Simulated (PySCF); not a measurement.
A structure optimised at PBE-D3(BJ)/def2-SVP, used in a PySCF frequency run:

```xyz
10

Ge     0.3533     0.0372     0.0000
C     -0.6629    -1.6571     0.0000
N     -0.6679     1.5961     0.0000
H      1.2379     0.1120    -1.2752
H      1.2379     0.1120     1.2752
H     -1.3059    -1.7266     0.8997
H     -1.3059    -1.7266    -0.8997
H      0.0342    -2.5194     0.0000
H     -1.2762     1.6650     0.8254
H     -1.2762     1.6650    -0.8254
```

Write its SMILES, formula and point group.

[CH3][GeH2][NH2], CH7GeN, Cs

What are its rotational constants (standard atomic weights)?

13.891, 5.4338, 4.3261 GHz
